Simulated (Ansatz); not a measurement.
Ansatz (an electronic-structure program) input (MP2/LANL2DZ): The .json file is the Basis Set Exchange's LANL2DZ.

Ansatz 0.2 input:
```yaml
crystal:
  periodic: [false, false, false]
  atoms:
    - {symbol: C, position_ang: [1.84595600, -0.70629800, 0.38594200]}
    - {symbol: N, position_ang: [0.92933600, 0.30865000, 0.19743300]}
    - {symbol: B, position_ang: [-0.46623400, 0.18731200, -0.09346100]}
    - {symbol: O, position_ang: [-1.11952500, -1.01781000, -0.18314000]}
    - {symbol: O, position_ang: [-1.16941700, 1.34859000, -0.29063900]}
    - {symbol: H, position_ang: [1.59612200, -1.70442700, 0.06047300]}
    - {symbol: H, position_ang: [2.87419600, -0.45118900, 0.57996200]}
    - {symbol: H, position_ang: [1.28218800, 1.24540200, 0.31836000]}
    - {symbol: H, position_ang: [-0.58732600, -1.78198200, 0.05335400]}
    - {symbol: H, position_ang: [-2.10356600, 1.18663700, -0.45230000]}
basis:
  gaussian:
    orbitals: LANL2DZ.json
magnetization: {spin_polarized: true, initial_magnetization: 1}
correlation: {method: mp2, electrons: outside_noble_gas}
```

Output:

```
Functional definition: HF
integrals: 0.02 GiB planned
739 factors; integrals over basis functions are off by at most 6.0e-4 eV
mean field: 0.17 GiB planned
mean field evaluation 1: about -7334.5422 eV, gradient 3.0e1 eV
mean field evaluation 2: about -7334.5407 eV, gradient 3.0e1 eV
mean field evaluation 4: about -7338.6462 eV, gradient 2.6e0 eV
mean field evaluation 8: about -7338.7185 eV, gradient 2.2e-1 eV
mean field -7338.71958276 eV, -269.6929703035 hartree, gradient 5.8e-6 eV, S^2 0.761585; 0 other end points of the search recorded, 0 dependent functions left out
5 core orbitals not correlated
reference -7338.71958276 eV, -269.6929703035 hartree; 15, 14 occupied and 35, 36 virtual orbitals, 739 factors
second order -12.31567870 eV of doubles, -0.00000000 eV of singles
Total energy: -7351.03526146 eV, -270.1455631479 hartree
```

The geometry given is a B3LYP-D3(BJ)/def2-TZVP minimum.
